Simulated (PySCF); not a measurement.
**Fe⁻ (iron, charge -1) across methods**

[Ar] 3d7 4s2, high-spin 4F determinant. Computed with PySCF 2.14 in aug-cc-pVDZ-DK, with the spin-free X2C one-electron Hamiltonian (Gaussian nucleus).

```tsv
method	E (hartree)	mean ε 4s α (eV)	mean ε 4s β (eV)	mean ε 3d β (eV)	Σ⟨r²⟩ (bohr²)	⟨S²⟩
r2SCANh	-1272.579	0.185	0.762	2.196	67.94	3.829
PBE0	-1272.398	0.100	0.599	1.423	68.31	3.799
PBE	-1272.406	0.559	1.005	2.746	67.74	3.809
UHF	-1271.26226	-1.494	0.039	-3.642	88.19	3.972
M06	-1272.593	-0.023	0.640	1.834	63.66	3.829
HSE06	-1272.419	0.421	0.927	1.821	67.64	3.800
r2SCAN	-1272.598	0.370	0.927	2.722	67.34	3.835
LDA	-1270.097	0.437	0.879	2.825	66.25	3.815
```

Task: Estimate the same row for BHandHLYP.

Result: E (hartree) = -1272.575; mean ε 4s α (eV) = -0.198; mean ε 4s β (eV) = 0.215; mean ε 3d β (eV) = -0.095; Σ⟨r²⟩ (bohr²) = 69.99; ⟨S²⟩ = 3.780.

⟨S²⟩ = 3.83 against 3.75 shows spin contamination. At r2SCANh the highest occupied level has a positive energy, so only the finite basis holds that electron; in a semilocal or global hybrid functional this comes from self-interaction and does not mean that the real anion is unbound.

The highest occupied level is positive at r2SCANh, PBE0, PBE, UHF, M06, BHandHLYP, HSE06, r2SCAN, LDA: only the finite basis holds that electron, at UHF too, so the state is unbound at these levels.
